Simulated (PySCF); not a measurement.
Compound: C₈H₁₈N₂.
Cartesian coordinates in Å at the PBE0-D3(BJ)/def2-SVP level; atoms count from 1:
```xyz
28
C8H18N2 angstrom
C      2.224   -1.460    0.239
C      2.118   -0.061   -0.342
C      0.752    0.243   -0.952
C      0.757    1.563   -1.718
N     -0.282    0.177    0.085
N     -0.161    1.225    1.002
C     -0.416    0.855    2.373
C     -1.609   -0.042   -0.391
C     -2.529   -0.936    0.392
C     -1.962   -1.399   -0.915
H      3.191   -1.621    0.740
H      2.124   -2.229   -0.546
H      1.422   -1.633    0.973
H      2.305    0.694    0.440
H      2.888    0.089   -1.116
H      0.503   -0.569   -1.658
H      1.488    1.534   -2.541
H     -0.229    1.782   -2.158
H      1.032    2.393   -1.049
H     -0.741    2.021    0.729
H     -0.231    1.731    3.015
H      0.287    0.063    2.673
H     -1.444    0.495    2.578
H     -2.092    0.810   -0.902
H     -2.120   -1.393    1.295
H     -3.588   -0.672    0.445
H     -1.176   -2.158   -0.876
H     -2.617   -1.461   -1.788
```

All values: PBE0/pcSseg-1 (PySCF, non-relativistic), on one gas-phase PBE0-D3(BJ)/def2-SVP geometry that isn't relaxed in the solvent. The solvent is an IEF-PCM continuum (van der Waals radii × 1.2). Only the electrostatic response of the medium enters.

Gas phase at PBE0/pcSseg-1: HOMO -6.28 eV, LUMO 1.41 eV, dipole 1.24 D.

**Question.** What does the continuum do to the energy, the frontier levels and the dipole at PBE0/pcSseg-1 in acetonitrile and dimethylsulfoxide?

**Answer.** 
| solvent | ε | E(solvent) − E(gas) (kJ/mol) | polarisation term (kJ/mol) | distortion of the solute (kJ/mol) | HOMO (eV) | LUMO (eV) | dipole (D) |
| --- | --- | --- | --- | --- | --- | --- | --- |
| acetonitrile | 35.69 | -13.51 | -15.20 | 1.69 | -6.25 | 1.64 | 1.73 |
| dimethylsulfoxide | 46.83 | -13.70 | -15.46 | 1.76 | -6.26 | 1.64 | 1.74 |

The first energy column is the sum of the next two and covers electrostatics alone. From acetonitrile to dimethylsulfoxide the lowering changes by a factor 1.01, Onsager's factor (ε − 1)/(2ε + 1) by 1.01 and ε itself by 1.3.

**Question.** Which radius a makes the point-dipole formula ΔE = −[(ε − 1)/(2ε + 1)]·μ²/a³ give the value in dimethylsulfoxide, with the gas-phase dipole?

**Answer.** μ = 0.489 au and |ΔE| = 0.00522 Eh give a = 1.49 Å; the farthest nucleus lies 3.67 Å from the centroid of the nuclei, so such a sphere wouldn't even hold the nuclei. The formula assumes a rigid point dipole at the centre of a sphere.

**Question.** Give the dipole vector in the frame of the coordinates (D, pointing from negative to positive charge), gas and dimethylsulfoxide.

**Answer.** Gas (-1.14, 0.46, -0.20), solvent (-1.55, 0.64, -0.46). Its length changes by +40 % and its direction by 6°.

**Question.** Which ESP-fitted charges (PBE0/pcSseg-1) respond most in acetonitrile (means over atoms taken as equivalent)?

**Answer.** 
```
atoms                   environment  gas (e)  solvent (e)  change
   N6            hydrazine nitrogen   -0.486       -0.541  -0.055
  H20                  N–H hydrogen   +0.302       +0.339  +0.037
  C10    three-membered-ring carbon   -0.370       -0.403  -0.033
   C8  sp3 carbon bound to nitrogen   +0.091       +0.108  +0.017
  H24              methine hydrogen   +0.063       +0.079  +0.016
   C4                 methyl carbon   -0.580       -0.594  -0.014
   N5            hydrazine nitrogen   +0.011       -0.003  -0.014
   C1                 methyl carbon   -0.333       -0.346  -0.013
  H14            methylene hydrogen   +0.001       -0.013  -0.014
  H28            methylene hydrogen   +0.151       +0.164  +0.013
   C2              chain CH2 carbon   +0.142       +0.155  +0.013
  H16              methine hydrogen   +0.060       +0.072  +0.012
```

**Question.** Which Mayer bond orders change most in acetonitrile?

**Answer.** 
```
  bond  length (Å)    gas  solvent  change
 N5–N6       1.398  1.000    0.989  -0.011
 N5–C8       1.426  0.961    0.953  -0.008
N6–H20       1.022  0.922    0.918  -0.004
 C3–C4       1.526  1.037    1.040  +0.003
C9–H26       1.093  0.952    0.949  -0.003
 N6–C7       1.443  0.982    0.980  -0.002
 C8–C9       1.503  0.965    0.967  +0.002
C4–H17       1.101  0.961    0.959  -0.002
```

**Question.** How do the nuclear quadrupole coupling constants eQVzz/h respond in acetonitrile?

**Answer.** 
```json
{"nucleus": "14N at N5", "Q (barn)": "0.02044", "gas (MHz)": "-7.15", "solvent (MHz)": "-7.12", "η gas": "0.31", "η solvent": "0.31"}
{"nucleus": "14N at N6", "Q (barn)": "0.02044", "gas (MHz)": "-7.04", "solvent (MHz)": "-6.90", "η gas": "0.34", "η solvent": "0.37"}
```
